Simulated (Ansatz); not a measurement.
Ti₂F₂. Total charge 0; quintet. Geometry r2SCAN-D4/def2-SVP.

```xyz
4

Ti   -0.4714    0.2929   -1.0010
Ti    0.6896   -0.8707    0.6425
F     1.1303    0.9916   -0.1988
F    -1.3486   -0.4137    0.5573
```

At HF/STO-3G, PBE0-D4/def2-TZVP, CAM-B3LYP-D4/def2-TZVP the charge 0 quintet is spin-contaminated (final ⟨S²⟩ up to 6.51, 6.00 for a pure state). The order of the spin states hangs on the level: the singlet lies 0.39 eV below the quintet at revPBE-D4/def2-TZVP, but 4.23 eV above it at HF/STO-3G. The singlet is doubtful at revPBE-D4/def2-TZVP (restricted singlet, unstable towards broken spin symmetry at other levels and untested here). The quintet is doubtful at HF/STO-3G (⟨S²⟩ 6.51, where a pure state has 6.00). The singlet is doubtful at HF/STO-3G (restricted singlet, unstable in another Hartree–Fock run and untested here). The structure comes from a short search, and lower isomers may exist.

Q: Estimate the α-spin orbital energies around the gap (eV) in Ansatz with HF/STO-3G, revPBE-D4/def2-TZVP, B97M-V/def2-TZVP, PBE0-D4/def2-TZVP, CAM-B3LYP-D4/def2-TZVP.

A: 
```json
{"orbital": "HOMO−5", "HF/STO-3G": "-13.14", "revPBE-D4/def2-TZVP": "-9.49", "B97M-V/def2-TZVP": "-10.05", "PBE0-D4/def2-TZVP": "-11.44", "CAM-B3LYP-D4/def2-TZVP": "-13.00"}
{"orbital": "HOMO−4", "HF/STO-3G": "-6.58", "revPBE-D4/def2-TZVP": "-4.38", "B97M-V/def2-TZVP": "-4.76", "PBE0-D4/def2-TZVP": "-5.49", "CAM-B3LYP-D4/def2-TZVP": "-6.94"}
{"orbital": "HOMO−3", "HF/STO-3G": "-4.51", "revPBE-D4/def2-TZVP": "-4.10", "B97M-V/def2-TZVP": "-4.15", "PBE0-D4/def2-TZVP": "-5.12", "CAM-B3LYP-D4/def2-TZVP": "-6.67"}
{"orbital": "HOMO−2", "HF/STO-3G": "-3.86", "revPBE-D4/def2-TZVP": "-3.49", "B97M-V/def2-TZVP": "-3.90", "PBE0-D4/def2-TZVP": "-4.92", "CAM-B3LYP-D4/def2-TZVP": "-6.53"}
{"orbital": "HOMO−1", "HF/STO-3G": "-3.55", "revPBE-D4/def2-TZVP": "-3.32", "B97M-V/def2-TZVP": "-3.69", "PBE0-D4/def2-TZVP": "-4.92", "CAM-B3LYP-D4/def2-TZVP": "-6.30"}
{"orbital": "HOMO", "HF/STO-3G": "-3.32", "revPBE-D4/def2-TZVP": "-3.11", "B97M-V/def2-TZVP": "-3.35", "PBE0-D4/def2-TZVP": "-4.19", "CAM-B3LYP-D4/def2-TZVP": "-5.20"}
{"orbital": "LUMO", "HF/STO-3G": "7.21", "revPBE-D4/def2-TZVP": "-2.42", "B97M-V/def2-TZVP": "-2.57", "PBE0-D4/def2-TZVP": "-1.76", "CAM-B3LYP-D4/def2-TZVP": "-0.95"}
{"orbital": "LUMO+1", "HF/STO-3G": "7.56", "revPBE-D4/def2-TZVP": "-2.39", "B97M-V/def2-TZVP": "-2.38", "PBE0-D4/def2-TZVP": "-1.25", "CAM-B3LYP-D4/def2-TZVP": "-0.21"}
{"orbital": "LUMO+2", "HF/STO-3G": "7.69", "revPBE-D4/def2-TZVP": "-2.21", "B97M-V/def2-TZVP": "-2.33", "PBE0-D4/def2-TZVP": "-0.89", "CAM-B3LYP-D4/def2-TZVP": "0.38"}
{"orbital": "LUMO+3", "HF/STO-3G": "8.08", "revPBE-D4/def2-TZVP": "-2.14", "B97M-V/def2-TZVP": "-1.91", "PBE0-D4/def2-TZVP": "-0.80", "CAM-B3LYP-D4/def2-TZVP": "0.40"}
{"orbital": "LUMO+4", "HF/STO-3G": "8.24", "revPBE-D4/def2-TZVP": "-1.99", "B97M-V/def2-TZVP": "-1.78", "PBE0-D4/def2-TZVP": "-0.53", "CAM-B3LYP-D4/def2-TZVP": "0.66"}
{"orbital": "LUMO+5", "HF/STO-3G": "8.45", "revPBE-D4/def2-TZVP": "-1.64", "B97M-V/def2-TZVP": "-1.56", "PBE0-D4/def2-TZVP": "-0.40", "CAM-B3LYP-D4/def2-TZVP": "0.66"}
{"orbital": "β HOMO", "HF/STO-3G": "-4.35", "revPBE-D4/def2-TZVP": "-3.61", "B97M-V/def2-TZVP": "-3.70", "PBE0-D4/def2-TZVP": "-4.47", "CAM-B3LYP-D4/def2-TZVP": "-5.57"}
{"orbital": "β LUMO", "HF/STO-3G": "6.33", "revPBE-D4/def2-TZVP": "-2.64", "B97M-V/def2-TZVP": "-2.34", "PBE0-D4/def2-TZVP": "-1.37", "CAM-B3LYP-D4/def2-TZVP": "-0.92"}
```
